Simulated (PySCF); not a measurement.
# Fine-structure interval of Hg(75+) by level of theory

Hg(75+) [He] 2s2 2p1 [2p1/2^1, M_J = 1/2] → Hg(75+) [He] 2s2 2p1 [2p3/2^1, M_J = 3/2], as a difference of total energies. Calculation: PySCF 2.14, in an uncontracted even-tempered set (16 s from 65 bohr⁻², ratio 2.4; 13 p from 85 bohr⁻², ratio 2.4; 5 d from 270 bohr⁻², ratio 2.6; 4 f from 410 bohr⁻², ratio 2.6); the two-component X2C-1e Hamiltonian. Correlated levels: nothing frozen; the 26 highest virtual spinors dropped. "Screened" scales the spin-orbit matrix elements by Boettger's factors to mimic the two-electron term; Breit and QED terms are absent.

```tsv
method	fine-structure interval (cm⁻¹)
GHF (screened spin-orbit)	17046000
GMP2 (screened spin-orbit)	17025000
GHF (bare spin-orbit)	17548000
```
